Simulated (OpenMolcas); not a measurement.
Ar4+: from CASSCF to CASPT2

* Program: OpenMolcas
* Basis: ANO-RCC-VTZP [5s4p2d1f]
* Scalar Hamiltonian: DKH2, point nucleus
* Active space: 4 electrons in 4 orbitals (3s 3p)
* State averaging: 2S+1 = 3 even, 6 roots; 2S+1 = 1 even, 11 roots kept (CI in the orbitals of an earlier block); 2S+1 = 5 odd, 1 root; 2S+1 = 3 odd, 9 roots kept (CI in the orbitals of an earlier block); 2S+1 = 1 odd, 8 roots kept (CI in the orbitals of an earlier block)
* Spin-orbit coupling: state interaction with AMFI integrals over the reference wave functions, term energies averaged over their components

Methods on the same reference wave functions:
A. CASSCF
B. SS-CASPT2, IPEA 0.25 Eh, imaginary shift 0.1 Eh (closed shells correlated: 2s 2p)
C. MS-CASPT2, IPEA 0.25 Eh, imaginary shift 0.1 Eh (closed shells correlated: 2s 2p)

Energies in cm⁻¹ above 3s² 3p² ³P₀, the measured ground level; measured values from Saloman, J. Phys. Chem. Ref. Data 39, 033101 (2010).

| Level | A | B | C | Measured |
| --- | --- | --- | --- | --- |
| 3s² 3p² ³P₀ | 0.0 | 0.0 | 0.0 | 0.0 |
| 3s² 3p² ³P₁ | 698 | 697 | 699 | 763 |
| 3s² 3p² ³P₂ | 1878 | 1866 | 1873 | 2029 |
| 3s² 3p² ¹D₂ | 19481 | 16040 | 16060 | 16299 |
| 3s² 3p² ¹S₀ | 35818 | 36620 | 36650 | 37912 |
| 3s 3p³ ⁵S°₂ | 71446 | 81520 | 81550 |  |
| 3s 3p³ ³D°₂ | 133377 | 119950 | 119980 | 121675 |
| 3s 3p³ ³D°₁ | 133391 | 119950 | 119990 | 121629 |
| 3s 3p³ ³D°₃ | 133443 | 120000 | 120030 | 121803 |
| 3s 3p³ ³P°₀ | 151794 | 143700 | 143730 |  |
| 3s 3p³ ³P°₁ | 151821 | 143720 | 143750 |  |
| 3s 3p³ ³P°₂ | 151864 | 143750 | 143780 |  |
| 3s 3p³ ¹D°₂ | 202362 | 176740 | 176770 | 154211 |
| 3s 3p³ ³S°₁ | 209186 | 195900 | 195930 | 191537 |
| 3s 3p³ ¹P°₁ | 220806 | 199890 | 199920 | 195356 |

Deviations, from unrounded energies. A percentage is the sum of absolute deviations over the sum of measured energies, with the sign that they share, or ± where signs differ.

| Against measurement | Levels | A | B | C |
| --- | --- | --- | --- | --- |
| mean absolute deviation (cm-1) | 10 | 13000 | 3800 | 3800 |
| fine structure of the ground term (%) | 2 | -7.7 | -8.2 | -7.9 |
| other terms of the ground configuration (%) | 2 | ±9.7 | -2.8 | -2.8 |
| other configurations (%) | 6 | +13.9 | ±4.0 | ±4.0 |

B, C lie about equally close to measurement and A furthest from it. The largest miss of C in the table is 3s 3p³ ¹D°₂, by +23000 cm-1. The ranking rests on the paired levels alone, and a cruder setting can come out closer through cancelling errors.

Between B and C the level of the table that moves most is 3s 3p³ ⁵S°₂, by 31 cm-1 (lowest in B, highest in C). Moves below CASPT2's spread within the term are not significant.

The two smallest mean deviations differ by little beside CASPT2's spread within terms, so their order carries little weight.

From A to B the spin-free energies of the other terms of 3s² 3p² shown, above ³P, scale by factors of 0.81 to 1.02.

The lowest spin-free term lies below A's lowest term by 0.106 hartree in B, 0.106 hartree in C.

CASPT2 breaks the degeneracy within a term, and the mean is taken; among the terms shown or strongly mixed into the levels shown the widest spread is 1000 cm-1 (3s 3p³ ¹D°, C). Over all roots computed the reference weight is 0.87 to 0.99 in B, 0.87 to 0.99 in C; the roots of lowest weight are the least certain, and an intruder state may touch them. Terms from blocks run as CI alone lack orbitals of their own. Terms of s pⁿ other than that of highest spin mix with s² pⁿ⁻² d, which this space lacks; all of them can be thousands of cm-1 off, and some have no real level of that name. Measured partners are found by configuration, term and J. A level has none where our copy of the source lacks it or the pairing is in doubt (some pairs that miss far off the trend of their configuration count as doubtful), and it then counts in no deviation. Only configurations of the active space appear. The table leaves out levels that lie high or whose names do not pair safely across all columns.

° marks odd parity.
